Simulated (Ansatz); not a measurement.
Total energies of C₂H₂BFO (`FB1C=CO1`).

Cartesian coordinates in Å:
```
F -1.862 -0.856 -1.058
B -0.776 -0.453 -0.462
C -0.123 0.831 0.120
C 0.836 -0.057 0.380
O 0.319 -1.278 -0.124
H -0.211 1.886 0.304
H 1.819 -0.074 0.839
```

The species carries charge 0 and has multiplicity 1. Geometry: relaxed with PBE0-D4/def2-TZVP. Basis def2-TZVPP, the Gaussian-basis code of Ansatz.

RPA on PBE orbitals: Hartree–Fock energy of these orbitals -275.98547 Eh, correlation -1.35435 Eh (frozen core).

```
             functional  energy without D4 (Eh)  D4 term (kJ/mol)
            LDA (SPW92)              -275.32933                 –
                 revPBE              -277.39357             -38.9
                   BLYP              -277.42299             -25.1
                 r2SCAN              -277.34093              -2.5
                   PBE0              -277.17777              -9.0
                  B3LYP              -277.48485             -17.7
                r2SCANh              -277.32631              -2.7
HSE06 (plane-wave form)              -277.16472              -8.3
              CAM-B3LYP              -277.37653              -8.9
                LC-ωPBE              -277.30059                 –
                ωB97X-V              -277.39253                 –
                ωB97M-V              -277.40162                 –
                 B2PLYP              -277.28987                 –
               PBE-QIDH              -277.13713                 –
```

Problem. Give the same for PBE, B97M-V, r2SCAN0, BHLYP. (Estimate.)

Solution. Ansatz gave: 
```json
{"functional": "PBE", "energy without D4 (Eh)": "-277.16925", "D4 term (kJ/mol)": "-10.9"}
{"functional": "B97M-V", "energy without D4 (Eh)": "-277.43885", "D4 term (kJ/mol)": "–"}
{"functional": "r2SCAN0", "energy without D4 (Eh)": "-277.30550", "D4 term (kJ/mol)": "-3.0"}
{"functional": "BHLYP", "energy without D4 (Eh)": "-277.34929", "D4 term (kJ/mol)": "-12.3"}
```

B3LYP takes the VWN-RPA correlation (the form of Gaussian; ORCA's B3LYP/G). HSE06 is the plane-wave form, built on full-range PBE exchange. The double hybrids freeze the cores in their second-order part.

LC-ωPBE has ω = 0.4 bohr⁻¹.
